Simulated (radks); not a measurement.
Results of a calculation; reference values are marked as such.
Q: These are the eigenvalues of the occupied orbitals of an atom or ion with whole-number occupations (hartree). Code: a radial shooting solver on a logarithmic mesh with Libxc functionals. Model: Dirac Kohn-Sham, PBE, spin-unpolarised, spherical densities, finite nucleus; Fermi nuclear charge, rms radius of each element as measured or else 0.836 A^(1/3) + 0.57 fm.

orbital  eigenvalue
1s1/2     -585.9585
2s1/2     -79.77760
2p1/2     -72.64812
2p3/2     -70.13415
3s1/2     -12.77642
3p1/2     -10.18726
3p3/2      -9.80181
3d3/2      -5.25847
3d5/2      -5.19119
4s1/2      -2.01038
4p1/2      -1.37115
4p3/2      -1.32770

Which element is it, and in what charge state? The configuration may be excited. Open shells, if any, fill j = l - 1/2 first.

A: Z = 38, strontium, charge +2: Sr2+ in [Kr]. The list shows which subshells hold electrons but not how many an open one holds; the 1s level, -585.96 hartree, gives Z - s = 34.2 by -(Z - s)^2/2, which with screening and relativity narrows Z to a few neighbours, and the depths of the outer levels then fix element, charge and occupations together.
